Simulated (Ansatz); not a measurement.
```xyz
24

C    -1.582    1.423    0.488
C    -0.560    0.587    0.634
C     0.043    0.324    1.979
C     0.037   -0.132   -0.550
C    -0.098   -1.653   -0.432
C    -1.529   -2.135   -0.284
C     1.500    0.254   -0.785
C     1.718    1.739   -1.006
H    -2.020    1.614   -0.486
H    -2.016    1.945    1.335
H    -0.022   -0.736    2.244
H     1.106    0.586    1.998
H    -0.462    0.899    2.755
H    -0.534    0.183   -1.434
H     0.351   -2.101   -1.325
H     0.505   -2.006    0.413
H    -1.577   -3.226   -0.241
H    -2.143   -1.807   -1.128
H    -1.993   -1.742    0.624
H     2.106   -0.092    0.059
H     1.859   -0.305   -1.657
H     2.769    1.959   -1.206
H     1.410    2.323   -0.136
H     1.133    2.098   -1.858
```

The species carries charge 0 and has multiplicity 1.

List the r2SCAN/def2-TZVPP orbital energies in eV (Ansatz 0.2.0). (An estimate is asked.)

The calculation gave: Occupied: -273.16, -273.05, -272.87, -272.87, -272.83, -272.57, -272.57, -272.46, -21.77, -19.96, -19.57, -17.79, -17.48, -15.37, -15.15, -13.27, -12.09, -11.47, -11.20, -11.03, -10.40, -10.06, -10.03, -9.74, -9.19, -8.85, -8.80, -8.21, -7.98, -7.86, -7.70, -6.09. Lowest empty: -0.26, 1.01, 1.68, 1.77, 2.06, 2.42, 2.95, 3.05.
